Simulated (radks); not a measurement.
The numbers below are computed, except where a source is named.
Numerical settings for neutral tantalum, [Xe] 4f14 5d3 6s2. Code: a radial shooting solver on a logarithmic mesh with Libxc functionals. Model: Dirac Kohn-Sham, PBEsol, spin-unpolarised, spherical densities, point nucleus; open shells fill j = l - 1/2 first. The defaults (mesh step 0.008 in ln r, mesh end at 40 bohr or more with all orbitals vanishing there, Anderson mixing 0.5 over 9 steps, residual threshold near 1e-9 with the energy settled to 1e-9 hartree or 1e-11 of itself, here a cap of 68 iterations) give E = -15621.2677 hartree and 5d3/2 at -3.770 eV in 16 iterations. Run on one thread of a shared host, so times are rough (Intel(R) Xeon(R) 6975P-C): 0.15 s of CPU time, 0.15 s wall, 16 iterations on 2728 mesh points. Changes against that run (0 stands for a change within the tolerance of the run):

setting                    iterations         converged  E (mhartree)  e(5d3/2) (meV)  CPU (s)
mesh step in ln r 0.012            16               yes             0               0      0.1
mesh step in ln r 0.02             16               yes             0               0     0.07
mesh step in ln r 0.003            16               yes             0               0     0.39
mesh end (bohr) 1                  14  level above zero     +3.19e+05       +7.02e+05      0.1
mesh end (bohr) 8                  16               yes         +5.85            +264     0.14
residual threshold 1e-16           68                no             0               0     0.31
residual threshold 1e-13           23               yes             0               0     0.18
mixing 0.01                        12                no      diverged               -     0.16
linear mixing, mixing 0.8          68                no      +2.1e+05       -8.58e+03      1.6
linear mixing, mixing 1            68                no     +1.02e+06       +3.78e+03      2.7
mixing history 20                  22               yes             0               0     0.19
iteration cap 3                     3                no         +29.5            +424     0.04

Settled on a wrong energy, with an occupied level pushed above zero by the early mesh end: mesh end (bohr) 1 (+319 hartree). Apart from these: settings that end as converged yet miss the energy by more than 1 mhartree: mesh end (bohr) 8 (+0.00585 hartree). A mesh that ends early acts as a hard wall.
